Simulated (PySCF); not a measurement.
(silylamino)silyloxymethane (CH9NOSi2), SMILES CO[SiH2]N[SiH3]. Atoms are numbered in the order given.

```xyz
14

C      2.6569     1.1823     0.0391
O      1.4009     0.6892     0.4339
Si     0.6855    -0.6484    -0.2568
N     -0.9103    -0.8546     0.3607
Si    -2.3112     0.0808    -0.0892
H      2.6922     1.4027    -1.0451
H      2.8596     2.1178     0.5835
H      3.4708     0.4691     0.2701
H      1.4826    -1.8682     0.0686
H      0.6269    -0.4391    -1.7330
H     -0.9916    -1.4337     1.1926
H     -2.7014     1.0826     0.9479
H     -3.4921    -0.8036    -0.3206
H     -1.9632     0.7940    -1.3499
```

Geometry optimised at ωB97X-D3(BJ)/def2-SVP. The values are those of a single conformer.

Two levels are set side by side: PBE/pcSseg-1 (PySCF) and PBE0/pcSseg-1 (PySCF). GIAO shifts against H2O (¹⁷O), NH3 (¹⁵N), TMS (²⁹Si), TMS (¹H), TMS (¹³C) at the same level; non-relativistic, no solvent, atoms listed together averaged. Differences are taken from unrounded values.

| quantity | PBE |
|---|---|
| δ(¹³C) of C1 (ppm) | 54.3 |
| δ(¹⁷O) of O2 (ppm) | 42.7 |
| δ(²⁹Si) of Si3 (ppm) | -23.7 |
| δ(¹⁵N) of N4 (ppm) | 31.8 |
| δ(²⁹Si) of Si5 (ppm) | -51.2 |
| δ(¹H) of H11 (ppm) | 0.87 |

Problem. These are the PBE values. What does PBE0 give? (The exact figures need the calculation; the answer reports its results.)

Solution. 
```csv
quantity,PBE0,PBE minus PBE0
δ(¹³C) of C1 (ppm),52.7,1.6
δ(¹⁷O) of O2 (ppm),27.8,14.9
δ(²⁹Si) of Si3 (ppm),-22.9,-0.8
δ(¹⁵N) of N4 (ppm),24.8,7.1
δ(²⁹Si) of Si5 (ppm),-48.9,-2.3
δ(¹H) of H11 (ppm),0.83,0.04
```

Rough cost on one machine, each run with all the roots and properties that it gave: PBE0 against PBE within a factor of 2.
